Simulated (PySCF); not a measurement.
SCF from a fresh guess for quintet PtS₃, at the PBE0 minimum. PySCF input:

```python
from pyscf import gto, scf, dft
mol = gto.M(atom='''
Pt     0.112521    -0.000000    -0.061386
S     -0.642680     0.000000     2.003483
S      1.989010    -0.000000    -1.085100
S     -2.032483     0.000000    -0.544054''',
    basis={'Pt': 'def2-SVP', 'S': 'def2-SVP'},
    ecp={'Pt': 'def2-SVP'},
    charge=0, spin=4)
mf = dft.UKS(mol, xc='PBE0')
mf.grids.atom_grid = (50, 194)
aux = {'Pt': 'def2-universal-JKFIT', 'S': 'def2-universal-JKFIT'}
mf = mf.density_fit(auxbasis=aux)
mf.conv_tol = 1e-08
mf.diis_space = 10
mf.max_cycle = 60
mf.init_guess = 'minao'
mf.verbose = 4
mf.kernel()
```

Excerpt of the output (cycles alone):

```
init E= -1301.62328935862
cycle= 1 E= -1312.20652900701  delta_E= -10.6  |g|= 1.19  |ddm|= 5.93
cycle= 2 E= -1300.0970990264  delta_E= 12.1  |g|= 3.74  |ddm|= 9.72
cycle= 3 E= -1312.96920772578  delta_E= -12.9  |g|= 0.432  |ddm|= 9.43
cycle= 4 E= -1312.51967667384  delta_E= 0.45  |g|= 0.876  |ddm|= 1.45
cycle= 5 E= -1313.09105616597  delta_E= -0.571  |g|= 0.0544  |ddm|=  1.1
cycle= 6 E= -1313.09323470021  delta_E= -0.00218  |g|= 0.0257  |ddm|= 0.117
cycle= 7 E= -1313.09356830309  delta_E= -0.000334  |g|= 0.0176  |ddm|= 0.0421
cycle= 8 E= -1313.09372658295  delta_E= -0.000158  |g|= 0.0102  |ddm|= 0.0234
cycle= 9 E= -1313.09379421343  delta_E= -6.76e-05  |g|= 0.00398  |ddm|= 0.0173
cycle= 10 E= -1313.09380048395  delta_E= -6.27e-06  |g|= 0.00345  |ddm|= 0.00996
cycle= 11 E= -1313.09381021161  delta_E= -9.73e-06  |g|= 0.00094  |ddm|= 0.00594
cycle= 12 E= -1313.09381115118  delta_E= -9.4e-07  |g|= 0.000323  |ddm|= 0.00216
cycle= 13 E= -1313.09381151492  delta_E= -3.64e-07  |g|= 0.000114  |ddm|= 0.00205
cycle= 14 E= -1313.09381158002  delta_E= -6.51e-08  |g|= 5.58e-05  |ddm|= 0.000895
cycle= 15 E= -1313.09381159906  delta_E= -1.9e-08  |g|= 3.8e-05  |ddm|= 0.000542
cycle= 16 E= -1313.09381160269  delta_E= -3.62e-09  |g|= 1.57e-05  |ddm|= 0.000223
Extra cycle  E= -1313.09381160201  delta_E= 6.78e-10  |g|= 4.13e-05  |ddm|= 9.41e-05
converged SCF energy = -1313.09381160201  <S^2> = 6.0251038  2S+1 = 5.0100314
```

No lower solution of this spin was found from smeared starts or by a stability analysis within the unrestricted form.

With open d or f shells other occupations or spin states may lie lower. No spin–orbit coupling is included, which matters more the heavier the element.

The search for the lowest solution, 3 starts and the stability check together, took 28 s on 2 threads of a shared Arm Neoverse N1 host, with 86 basis functions; the process peaked at 0.44 GiB. Launch command: `OMP_NUM_THREADS=2 python axn.py task.json out`.
